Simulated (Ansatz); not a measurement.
Ansatz (a quantum-chemistry and plane-wave program) input (RPA@PBE/def2-TZVPP):

Ansatz 0.2 input:
```yaml
crystal:
  periodic: [false, false, false]
  atoms:
    - {symbol: Lu, position_ang: [0.17028103, 0.10602026, 0.04028138]}
    - {symbol: F, position_ang: [-1.09949355, 0.70588955, -1.30889941]}
    - {symbol: F, position_ang: [-0.24383454, -1.54227158, 0.99112404]}
basis:
  gaussian:
    orbitals: def2-TZVPP
hamiltonian:
  xc: pbe
magnetization: {spin_polarized: true, initial_magnetization: 1}
correlation: {method: rpa, electrons: outside_noble_gas}
```

End of the output:

```
integrals: 0.27 GiB planned
1186 factors; integrals over basis functions are off by at most 4.6e-4 eV
mean field: 0.68 GiB planned
mean field evaluation 1: about -39077.0914 eV, gradient 5.3e1 eV
mean field evaluation 2: about -39077.0850 eV, gradient 5.3e1 eV
mean field evaluation 4: about -39083.4334 eV, gradient 2.2e1 eV
mean field evaluation 8: about -39084.1188 eV, gradient 5.1e-1 eV
mean field evaluation 16: about -39084.1175 eV, gradient 3.0e-4 eV
mean field evaluation 32: about -39082.3091 eV, gradient 8.9e-2 eV
mean field -39084.11752019 eV, -1436.3148267005 hartree, gradient 8.0e-6 eV, S^2 0.750637; 3 other end points of the search recorded, 0 dependent functions left out
22 core orbitals not correlated, not the lowest: weight in the atoms' cores, before any rotation towards them, 0.673 or more for the frozen orbitals, at most 0.217 for the correlated occupied ones
reference -38952.88974666 eV, -1431.4922949728 hartree; 9, 8 occupied and 136, 137 virtual orbitals, 1186 factors
Total energy: -38975.98994302 eV, -1432.3412115311 hartree
```

The spin state was set by rule; other spins were not relaxed.
